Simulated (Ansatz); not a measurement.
Ge(OAc)2H2 (C₄H₈GeO₄): single points at one geometry.

```yaml
crystal:
  periodic: [false, false, false]
  atoms:
    - {symbol: Ge, position_ang: [-0.723758, -0.001152, -0.514453]}
    - {symbol: O, position_ang: [-0.446341, -0.023403, 1.318071]}
    - {symbol: C, position_ang: [-1.641178, -0.046989, 1.897528]}
    - {symbol: C, position_ang: [-1.605198, -0.063063, 3.395524]}
    - {symbol: O, position_ang: [-2.658981, -0.051197, 1.219074]}
    - {symbol: H, position_ang: [-2.623203, -0.112236, 3.797973]}
    - {symbol: H, position_ang: [-1.095952, 0.842614, 3.758466]}
    - {symbol: H, position_ang: [-1.012389, -0.922715, 3.741948]}
    - {symbol: O, position_ang: [1.097998, 0.025597, -0.854924]}
    - {symbol: C, position_ang: [1.252461, 0.045447, -2.173905]}
    - {symbol: C, position_ang: [2.679025, 0.064601, -2.632245]}
    - {symbol: O, position_ang: [0.277186, 0.045107, -2.912176]}
    - {symbol: H, position_ang: [2.724507, 0.099053, -3.726526]}
    - {symbol: H, position_ang: [3.196148, -0.831515, -2.257146]}
    - {symbol: H, position_ang: [3.194099, 0.934862, -2.198729]}
    - {symbol: H, position_ang: [-1.323949, 1.335938, -0.910093]}
    - {symbol: H, position_ang: [-1.290476, -1.340940, -0.948386]}
basis:
  gaussian: {orbitals: 6-31G}
hamiltonian: {xc: hf}
scf: {omitted_lower_state_checks: [starts]}
output: {orbitals: {seedname: orbitals}}
```

The file start.molden holds the orbitals of an earlier run on this structure, at another level or in another basis.

```sh
$ ansatz run in.yaml --threads 2 --pin off --events-out ev --progress --plain --max-ram 22528MiB --backend cpu
```

Shortened log:

```
Functional definition: HF
1316 factors; integrals over basis functions are off by at most 3.9e-4 eV
mean field evaluation 1: about -68850.1189 eV, gradient 5.9e1 eV
mean field evaluation 2: about -68850.1430 eV, gradient 5.9e1 eV
mean field evaluation 4: about -68857.6564 eV, gradient 4.6e0 eV
mean field evaluation 8: about -68857.7421 eV, gradient 3.3e-1 eV
mean field -68857.74286116 eV, -2530.4753766933 hartree, gradient 4.8e-5 eV, S^2 0.000000; 0 other end points of the search recorded, 0 dependent functions left out
reference -68857.74286116 eV, -2530.4753766933 hartree; 48, 48 occupied and 69, 69 virtual orbitals, 1316 factors
Total energy: -68857.74286116 eV, -2530.4753766933 hartree
Checks for a lower state left out: starts
```

Run time 1.9 s (2 threads of AMD EPYC 7R13 on a shared host).

As the first input, with `gaussian: {orbitals: def2-TZVP, initial_orbitals: start.molden}`, `hamiltonian: {xc: r2scan, dispersion: d4}`, `output: {forces: true, orbitals: {seedname: orbitals}}` (abridged; 2.3 s, on the card):

```
Functional definition: r2SCAN
mean field -68985.77528883 eV, -2535.1804816266 hartree, gradient 1.9e-5 eV, S^2 0.000000
Total energy: -68985.87960041 eV, -2535.1843150064 hartree
Atom 0 force     0.105756    -0.000171     0.075611 eV/Å
Atom 1 force     0.040424     0.001331    -0.096741 eV/Å
Atom 2 force    -0.055993     0.004014    -0.067315 eV/Å
Atom 3 force     0.013694    -0.001253     0.202294 eV/Å
Atom 4 force     0.059759    -0.001958     0.078089 eV/Å
Atom 5 force     0.281045     0.013399    -0.110871 eV/Å
Atom 6 force    -0.137100    -0.222767    -0.094156 eV/Å
Atom 7 force    -0.160027     0.210420    -0.089711 eV/Å
Atom 8 force    -0.077741    -0.001624     0.070226 eV/Å
Atom 9 force    -0.081189    -0.003128    -0.030804 eV/Å
Atom 10 force     0.195450     0.002359    -0.053367 eV/Å
Atom 11 force     0.092810     0.001608     0.030499 eV/Å
Atom 12 force    -0.012329    -0.009128     0.302026 eV/Å
Atom 13 force    -0.135696     0.220134    -0.102231 eV/Å
Atom 14 force    -0.135193    -0.213138    -0.118387 eV/Å
Atom 15 force     0.003668    -0.020242     0.002115 eV/Å
Atom 16 force     0.002663     0.020145     0.002725 eV/Å
Dipole moment:     0.461765     0.001568     0.328360 e Å
Checks for a lower state left out: starts
```

First input, but with `gaussian: {orbitals: def2-SVP, initial_orbitals: start.molden}`, `hamiltonian: {xc: pbe0, dispersion: d4}` (abridged; 5.5 s):

```
Functional definition: PBE0
mean field -68949.90537439 eV, -2533.8622865843 hartree, gradient 5.0e-5 eV, S^2 0.000000
Total energy: -68950.24236119 eV, -2533.8746706210 hartree
Checks for a lower state left out: starts
```

First input, but with `gaussian: {orbitals: def2-TZVP, initial_orbitals: start.molden}`, `hamiltonian: {xc: pbe}`, `correlation: {method: rpa}` and without the key `output` (abridged; 3.7 s, on the card):

```
Functional definition: PBE
mean field -68969.72681806 eV, -2534.5907112038 hartree, gradient 2.8e-6 eV, S^2 0.000000
17 core orbitals not correlated: weight in the atoms' cores, before any rotation towards them, 1.000 or more for the frozen orbitals, at most 0.000 for the correlated occupied ones
Total energy: -68951.46522671 eV, -2533.9196100999 hartree
Checks for a lower state left out: starts
```

The first input with `gaussian: {orbitals: STO-3G}` (abridged; 0.65 s):

```
Functional definition: HF
mean field -68068.26762031 eV, -2501.4626967174 hartree, gradient 1.5e-5 eV, S^2 0.000000
Total energy: -68068.26762031 eV, -2501.4626967174 hartree
Checks for a lower state left out: starts
```

First input, but with `hamiltonian: {xc: {name: B3LYP}, dispersion: d4}` (abridged; 3.4 s):

```
Functional definition: B3LYP
mean field evaluation 16: about -68974.3292 eV, gradient 2.7e-4 eV
mean field -68974.32920479 eV, -2534.7598457965 hartree, gradient 4.5e-5 eV, S^2 0.000000
Total energy: -68974.96445989 eV, -2534.7831909910 hartree
Checks for a lower state left out: starts
```

As the first input, with `gaussian: {orbitals: def2-TZVP, initial_orbitals: start.molden}`, `hamiltonian: {xc: {name: B3LYP}, dispersion: d4}` (abridged; 1.8 s, on the card):

```
Functional definition: B3LYP
mean field -68993.63508165 eV, -2535.4693236853 hartree, gradient 2.2e-5 eV, S^2 0.000000
Total energy: -68994.27041588 eV, -2535.4926717874 hartree
Checks for a lower state left out: starts
```

Geometry: r2SCAN-D4/def2-SVP.

The 6-31G sets use Cartesian d functions. B3LYP takes the VWN-RPA correlation. Correlated methods freeze 17 core orbitals; core or outer-core shells of Ge are correlated, in sets that lack core-valence functions.
